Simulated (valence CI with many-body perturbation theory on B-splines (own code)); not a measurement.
Results of a calculation; reference values are marked as such.
# Level structure of Re LXX

Level of theory: relativistic CI+MBPT: four valence electrons over a frozen Dirac-Fock core [He], radial functions for each j: 11 s, 11 p, 9 d, 7 f, 5 g, 2 h, 1 i, with the one-electron correlation potential Σ1 (screened to all orders), the two-electron term Σ2, the three-electron term Σ3, Breit, model QED; selected single and double excitations, second order for the rest (own B-spline code, finite nucleus).

No measured spectrum was set against this ion. As an estimate, large intervals hold to a few tenths of a per cent, small ones and those within an open d or f shell to about a per cent. Among the levels kept, up to 280 cm⁻¹ of a level comes from second order outside the variational space, and about a tenth of that is noise between levels of different J, which matters for small intervals.

Levels 91 to 114 of 114, with energies above the lowest level, (2s^2 2p1/2^2) J=0. "Leading %" is the weight of the configuration and term that name the level; weights of strongly mixed levels are sums over their largest components and can fall short. In the jj column 3d3/2^4 stands for four electrons in 3d with j = 3/2.

```
No.  Configuration  Term  J  E (Ry)  Leading %      g    Second component                    Leading jj
 91      2s 2p2 3d    3G  4  967.69         34  1.129   19 % 2s 2p2 3d 5F   2s 2p1/2 2p3/2 3d3/2 (97 %)
 92      2s 2p2 3d    3D  3  968.32         32  1.236   28 % 2s 2p2 3d 3F   2s 2p1/2 2p3/2 3d3/2 (98 %)
 93      2s 2p2 3p   3P°  0  968.58         79         20 % 2s 2p2 3p 1S°  2s 2p1/2 2p3/2 3p3/2 (100 %)
 94      2s 2p2 3p   1D°  2  968.81         42  1.088  22 % 2s 2p2 3p 3D°   2s 2p1/2 2p3/2 3p3/2 (99 %)
 95      2s 2p2 3p   3P°  1  968.89         32  1.368  32 % 2s 2p2 3p 3S°   2s 2p1/2 2p3/2 3p3/2 (99 %)
 96      2s 2p2 3d    3D  2  968.94         34  1.307   18 % 2s 2p2 3d 5P   2s 2p1/2 2p3/2 3d3/2 (99 %)
 97      2s 2p2 3p   3P°  1  969.41         50  1.184  27 % 2s 2p2 3p 1P°   2s 2p1/2 2p3/2 3p3/2 (99 %)
 98      2s 2p2 3d    3P  1  969.65         33  1.751   30 % 2s 2p2 3d 5P   2s 2p1/2 2p3/2 3d3/2 (98 %)
 99      2s 2p2 3d    5D  4  972.52         45  1.366   36 % 2s 2p2 3d 5F  2s 2p1/2 2p3/2 3d5/2 (100 %)
100      2s 2p2 3d    3F  2  972.57         70  0.857   12 % 2s 2p2 3d 5D   2s 2p1/2 2p3/2 3d3/2 (88 %)
101      2s 2p2 3d    3G  3  973.09         49  0.884   26 % 2s 2p2 3d 1F   2s 2p1/2 2p3/2 3d3/2 (99 %)
102      2s 2p2 3d    3D  1  973.19         30  0.723   26 % 2s 2p2 3d 1P   2s 2p1/2 2p3/2 3d3/2 (90 %)
103      2s 2p2 3d    3P  2  974.44         33  1.200   23 % 2s 2p2 3d 3F   2s 2p1/2 2p3/2 3d5/2 (71 %)
104      2s 2p2 3d    3D  1  974.72         57  0.890   13 % 2s 2p2 3d 3P   2s 2p1/2 2p3/2 3d3/2 (89 %)
105      2s 2p2 3d    3F  3  974.84         42  1.291   30 % 2s 2p2 3d 5P   2s 2p1/2 2p3/2 3d5/2 (97 %)
106      2s 2p2 3d    3F  2  975.09         28  1.086   19 % 2s 2p2 3d 1D   2s 2p1/2 2p3/2 3d3/2 (76 %)
107      2s 2p2 3d    3G  5  975.49         63  1.245   37 % 2s 2p2 3d 5F  2s 2p1/2 2p3/2 3d5/2 (100 %)
108      2s 2p2 3d    3P  0  975.62         83          17 % 2s 2p2 3d 1S   2s 2p1/2 2p3/2 3d3/2 (98 %)
109      2s 2p2 3d    3D  1  976.50         56  0.945   27 % 2s 2p2 3d 3P   2s 2p1/2 2p3/2 3d5/2 (84 %)
110      2s 2p2 3d    3D  3  977.39         59  1.249   18 % 2s 2p2 3d 1F   2s 2p1/2 2p3/2 3d5/2 (99 %)
111      2s 2p2 3d    3F  4  977.72         58  1.199   22 % 2s 2p2 3d 1G   2s 2p1/2 2p3/2 3d5/2 (98 %)
112      2s 2p2 3d    1D  2  978.18         42  1.127   19 % 2s 2p2 3d 3D   2s 2p1/2 2p3/2 3d5/2 (94 %)
113      2s 2p2 3d    1P  1  979.12         48  1.013   24 % 2s 2p2 3d 3D   2s 2p1/2 2p3/2 3d5/2 (94 %)
114      2s 2p2 3d    3P  0  979.63         50          46 % 2s 2p2 3d 1S   2s 2p1/2 2p3/2 3d5/2 (97 %)
```
